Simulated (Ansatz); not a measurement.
Consider the atomization: `[CH3][In]([CH3])[I]` → 2 C• + 6 H• + I• + In•.

Computed with Ansatz on PBE0-D4/def2-TZVP structures; ΔE is electronic, products minus reactants. CCSD(T)/CBS adds triple-zeta CCSD(T) − MP2 to the extrapolated MP2 energy (def2 sets, frozen cores). This one scheme is used for every species, atoms too. For atomizations the MP2-based limit and the directly extrapolated one differ by several kJ/mol either way, and by 10 to 25 for some Ge, Se and Sn compounds, so smaller differences from it don't rank the levels. Functionals use def2-TZVPP. No spin–orbit coupling; open shells (•) take unrestricted orbitals. Spin–orbit coupling would lower the free atoms: a little for C; strongly for I, In. Elements past krypton have def2 core potentials. Bonds to I, In are less sure, by a few kJ/mol each and by 10 to 20 or more in all where they break to atoms, as the def2 sets lack core-valence functions.

CCSD(T)/CBS gives +3297.1 kJ/mol.

Task: Another level gave +3280.6 kJ/mol. Which?
A. r2SCAN0/def2-TZVPP
B. MP2/def2-TZVPP
C. ωB97X-V/def2-TZVPP
D. BLYP/def2-TZVPP

Result: C. ωB97X-V 3280.6, MP2/def2-TZVPP 3240.9, BLYP 3183.1, r2SCAN0 3250.3 kJ/mol.

Largest T1 diagnostic among the species: 0.015.

At CCSD(T), def2-SVP lies −187.0 kJ/mol from the extrapolated value and def2-TZVPP −81.4 kJ/mol: correlation converges slowly with the basis, and small sets miss more of it in the bonded molecule than in its fragments. From PBE to PBE0 (25 % exact exchange), in def2-TZVPP and without D4, ΔE moves by −21.8 kJ/mol: exact exchange takes away binding that semilocal exchange gives to molecules.
